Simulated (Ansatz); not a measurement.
Mulliken charges of Cl₂H₄O₂Si₂, SMILES `O[SiH](O)[SiH](Cl)Cl` from ωB97M-V/def2-TZVPP in Ansatz (PBE0-D4/def2-TZVP geometry).

```tsv
atom	x (Å)	y (Å)	z (Å)	charge (e)
O1	-1.620	0.778	-0.695	-0.364
Si2	-0.762	-0.019	0.452	0.490
O3	-0.988	-1.645	0.460	-0.365
Si4	1.522	0.202	-0.035	0.339
Cl5	1.652	0.162	-2.096	-0.216
Cl6	2.206	2.019	0.635	-0.195
H7	-1.335	0.677	-1.606	0.188
H8	-1.186	0.597	1.732	-0.045
H9	-1.855	-1.991	0.680	0.180
H10	2.450	-0.832	0.475	-0.011
```

Task: By hand: the dipole of these point charges (1 e Å = 4.8032 D).

Result: Σ q r = (-0.253, -0.301, 0.361) e Å, of length 0.534 e Å = 2.56 D.

Task: How does the dipole of the full density compare? (Best estimate.)

Result: Ansatz gave: (-0.317, -0.308, 0.079) e Å, 2.16 D; the point charges give 1.19 times that, at 33° from its direction.

Point charges leave out the atoms' own dipoles, such as those of lone pairs, and Mulliken's split depends on the basis, so the two needn't agree.
